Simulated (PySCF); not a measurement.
Start geometry of ethyl isovalerate, `CCOC(=O)CC(C)C` from GFN2-xTB (Å):
```
atom  x, y, z in Å
C1     3.7246   -0.2761    0.0149
C2     2.5160   -1.1010   -0.4041
O3     1.3886   -0.2702   -0.6841
C4     0.6596    0.1445    0.3588
O5     0.8969   -0.1496    1.5014
C6    -0.5062    0.9801   -0.1075
C7    -1.7320    0.0852   -0.3715
C8    -2.2851   -0.4685    0.9382
C9    -2.8034    0.8817   -1.1122
H10    4.5786   -0.9300    0.1662
H11    3.5107    0.2457    0.9444
H12    3.9668    0.4540   -0.7537
H13    2.7094   -1.6409   -1.3335
H14    2.2477   -1.8066    0.3892
H15   -0.7498    1.7109    0.6640
H16   -0.2214    1.4900   -1.0279
H17   -1.4147   -0.7489   -1.0077
H18   -1.5037   -0.9637    1.5085
H19   -3.0797   -1.1851    0.7435
H20   -2.6901    0.3376    1.5464
H21   -2.4327    1.2286   -2.0739
H22   -3.6801    0.2621   -1.2856
H23   -3.1048    1.7473   -0.5263
```

What comes out of this run: PySCF 2.14.0, PBE0-D3(BJ)/def2-SVP geometry optimisation, gas phase?

```
atom  x, y, z in Å
C1     3.442   -0.342   -0.065
C2     2.165   -1.150   -0.039
O3     1.034   -0.367   -0.421
C4     0.478    0.399    0.529
O5     0.882    0.447    1.662
C6    -0.712    1.147   -0.007
C7    -1.867    0.222   -0.411
C8    -2.345   -0.621    0.765
C9    -3.007    1.034   -1.013
H10    4.302   -0.989    0.166
H11    3.407    0.460    0.686
H12    3.605    0.105   -1.057
H13    2.197   -1.972   -0.768
H14    1.988   -1.568    0.963
H15   -1.035    1.851    0.774
H16   -0.386    1.728   -0.885
H17   -1.478   -0.459   -1.189
H18   -1.541   -1.253    1.173
H19   -3.171   -1.285    0.464
H20   -2.710    0.019    1.585
H21   -2.670    1.626   -1.877
H22   -3.825    0.378   -1.351
H23   -3.427    1.733   -0.270
```

The energy falls by 0.059 eV over 13 energy and gradient evaluations, the largest force component goes from 0.0139 to 1.8e-04 Eh/bohr, and the atoms move by 0.367 Å rms after alignment. Among the bonds, C1–H10, C8–H18, C8–H20, C9–H21 and C9–H23 change most and about equally (+0.014 to +0.015 Å). Bonds longer at the end by more than 0.005 Å: 14 of 22; shorter: 2. Among the angles that change most is C4–C6–C7, from 110.3° to 113.0°. Among the dihedrals that turn most is O5–C4–C6–H16, from 152° to 125°. Rotational constants go from 3716, 775.8, 717.0 to 3488, 780.5, 759.1 MHz. The orientation of the end geometry is arbitrary; only internal coordinates are fixed.

The run used 196 basis functions and 90 SCF cycles in all. Time: 4.2 min wall. Hardware: one thread, Arm Neoverse V1 (shared host).

Not checked by PBE0-D3(BJ)/def2-SVP frequencies. The numbers are those of one conformer.
